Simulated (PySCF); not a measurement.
Vertical excitations of a molecule C₃H₄O₂Si from TDDFT-M06-2X/def2-SVPD (PySCF), as energy in eV (oscillator strength): 4.66 (0.000), 6.29 (0.003), 6.51 (0.299), 6.89 (0.045), 7.35 (0.001), 7.53 (0.000), 8.00 (0.001), 8.03 (0.080), 8.04 (0.001), 8.12 (0.002). Lowest triplet (TDA): 4.26 eV. Coordinates come from a PBE0-D3(BJ)/def2-SVP optimisation. One conformer was computed; it need not be the lowest.

Q: Identify the compound among the candidates.
(A) O=C[Si@H]1C=CO1
(B) C#C[SiH]1OCO1
(C) O=C1C=CO[SiH2]1
(D) O=C1C=C[SiH2]O1

A: D, O=C1C=C[SiH2]O1
